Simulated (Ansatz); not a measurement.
Molecule: methoxyboronic acid, CH₅BO₃ (charge 0, singlet). SMILES: COB(O)O
Coordinates optimised at B3LYP-D3(BJ)/def2-TZVP (Ansatz, an electronic-structure program):
```xyz
10

C      1.5112    -0.2567     1.1330
O      0.8895     0.3703     0.0153
B     -0.4006     0.0815    -0.3171
O     -0.9788     0.6980    -1.3984
O     -1.1250    -0.8187     0.4185
H      0.9774    -0.0274     2.0570
H      2.5273     0.1286     1.1975
H      1.5420    -1.3404     1.0063
H     -0.3778     1.3077    -1.8373
H     -2.0185    -0.9328     0.0809
```
Charge 0, spin multiplicity 1.

Wanted: atomisation energy, in kcal/mol. Terms: 6-31G* and kin with 6d, 5d where marked; dispersion terms only where a functional's name holds one; atomisation electronic, to ground-state atoms; frozen cores in correlated levels; spin-orbit terms left out; open shells spin-unrestricted; non-relativistic. Basis-set limits of correlation are two-point, X^-3; Hartree-Fock from the larger set. First-principles rows: single points at B3LYP-D3(BJ) geometries (Ansatz).

| species | coefficient | E at MP2/6-31G* (Ansatz), Eh | E at PBE/def2-TZVPD (Ansatz), Eh |
|---|---|---|---|
| COB(O)O | -1 | -290.93931 | -291.58010 |
| B atom | +1 | -24.55872 | -24.61015 |
| C atom | +1 | -37.73297 | -37.79605 |
| H atom | +5 | -0.49823 | -0.49962 |
| O atom | +3 | -74.88004 | -75.01069 |

Coupled cluster (Ansatz) is a level with limits of its own, used here on species with T1 under 0.025 (0.045 for open shells) and stable references: CCSD(T)/CBS(aug-cc-pVTZ,aug-cc-pVQZ). Value to compare with, CCSD(T)/CBS(aug-cc-pVTZ,aug-cc-pVQZ) (Ansatz): 1015.1 kcal/mol. 1 Eh = 627.5095 kcal/mol.

**Question.** Compute it at each level from the table, and compare with CCSD(T)/CBS(aug-cc-pVTZ,aug-cc-pVQZ) (Ansatz).

**Answer.** 
- MP2/6-31G*: the sum of coefficient times E is 1.51635 Eh, or 951.52 kcal/mol. Result: 951.5 kcal/mol. Its difference against CCSD(T)/CBS(aug-cc-pVTZ,aug-cc-pVQZ) (Ansatz) is -63.6 kcal/mol.
- PBE/def2-TZVPD: the sum of coefficient times E is 1.64373 Eh, or 1031.46 kcal/mol. Result: 1031.5 kcal/mol. Its difference against CCSD(T)/CBS(aug-cc-pVTZ,aug-cc-pVQZ) (Ansatz) is 16.4 kcal/mol.
